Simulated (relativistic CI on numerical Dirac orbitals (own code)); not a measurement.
Au4+: N6,7 absorption edge

Computed with this model: Dirac-Coulomb-Breit CI, KLI orbitals optimised for each configuration, model QED (radiative potential, 1s self-energy scaled to tabulated hydrogen-like ionisation energies), multiplet model of core-to-valence dipole absorption, unscaled Slater integrals; configurations [Xe] 4f14 5d7 → [Xe] 4f13 5d8; 80 K; Lorentzian 0.45 eV and Gaussian 0.3 eV FWHM. Energies are those of the free ion, without screening or charge transfer. The branching ratio is the share of the lower-energy edge in the whole absorption, uncertain by about 0.02 where the edges overlap. S is read from ⟨S²⟩ = S(S + 1).

Field parameters in Wybourne normalisation: D4h B²₀ = −7Ds, B⁴₀ = 21(Dq − Dt), B⁴₄ = 21√(5/14) Dq; Oh B⁴₀ = 21Dq, B⁴₄ = √(5/14) B⁴₀; Td as Oh with Dq negative (B⁴₀ = 21Dq, B⁴₄ = √(5/14) B⁴₀). The field is a parameter set, without covalency.

free ion: ground-state S = 1.39, centroid 84.19 eV. Peaks (eV, height): 83.7 (100), 86.9 (15).

Td, 10Dq = -19850 cm⁻¹: ground-state S = 1.45, centroid 85.40 eV. Peaks (eV, height): 84.6 (100), 87.8 (47).

D4h, 10Dq = 41000, Ds = -310, Dt = 650 cm⁻¹: ground-state S = 0.63, centroid 86.45 eV. Peaks (eV, height): 84.2 (58), 85.4 (100), 87.7 (49), 89.1 (36).

Td, 10Dq = -7400 cm⁻¹: ground-state S = 1.42, centroid 84.56 eV. Peaks (eV, height): 83.9 (100), 87.2 (23).

Td, 10Dq = -11350 cm⁻¹: ground-state S = 1.44, centroid 84.83 eV. Peaks (eV, height): 84.1 (100), 87.4 (29).

Oh, 10Dq = 20850 cm⁻¹: ground-state S = 1.02, centroid 84.99 eV. Peaks (eV, height): 83.2 (62), 84.4 (100), 86.2 (17), 87.2 (17), 88.2 (19).

Strongest unbroadened transitions for D4h, 10Dq = 41000, Ds = -310, Dt = 650 cm⁻¹:

```csv
Energy (eV),Relative strength
83.92,10.7
83.93,12.1
84.02,17.4
84.29,70.0
85.36,30.2
85.39,100.0
85.60,8.4
85.65,37.9
85.75,14.4
87.58,12.1
87.67,14.5
87.75,11.6
87.92,21.2
88.87,15.6
88.96,10.1
89.00,8.8
89.25,13.7
89.44,10.7
```
